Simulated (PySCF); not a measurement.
**State search for SnN**

Unrestricted PBE0; Sn x2c-TZVPPall, N x2c-TZVPPall; spin-free X2C with a Gaussian nucleus (PySCF 2.14). Outer shells of the fragments: Sn 4d10 5s2 5p2; N 2s2 2p3.

Followed along the bond (rough minima from three points):

| 2Ms+1 | unpaired | ⟨S²⟩ at the start | R at minimum (Å) | Te (eV) |
| --- | --- | --- | --- | --- |
| 2 | π ↑ | 0.94 | 1.96 | 0.00 |
| 2 | σ ↑ | 1.13 | 1.87 | 0.07 |
| 4 | σ ↑, π ↑↑ | 3.78 | 2.07 | 1.57 |
| 4 | π ↑↑↑ | 3.76 | none in the scan | ≤ 1.14 |
| 6 | σ ↑, π ↑↑↑↑ | 8.76 | none in the scan | ≤ 3.01 |

Solutions found at the starting distance of 2.005 Å, counted from the lowest of them; the search is not exhaustive and high or unbound solutions are not listed, so other states can lie among these:

```tsv
2Ms+1	unpaired	term	E (eV)	⟨S²⟩	⟨Lz²⟩	μ (D)
2	π ↑	²Π	0.00	0.94	1.01	-3.52
2	σ ↑	mixed	0.28	1.13	0.00	-3.70
4	π ↑↑↑	⁴Π	1.39	3.76	1.01	-1.29
4	σ ↑, π ↑↑	mixed	1.59	3.78	2.01	-2.11
2	π ↑↑↓	mixed	1.94	1.76	3.02	-1.27
4	σ ↑, π ↑↑	mixed	1.96	3.76	2.01	-2.25
```

A term symbol is given only where ⟨S²⟩ and ⟨Lz²⟩ are close to those of a pure state; real π, δ and φ orbitals otherwise mix terms. A positive dipole means Sn(−)N(+).

Compare the gap between the two lowest followed solutions at the starting distance with the gap between their minima.

At PBE0 the second solution (Ms = 0.5 of mixed spin, unpaired electrons σ ↑) lies +0.28 eV from the first (doublet, unpaired electrons π ↑) at 2.005 Å and +0.07 eV at the minima; the two curves relax by different amounts, since their minima lie near 1.87 and 1.96 Å.

Spin–orbit coupling is left out.
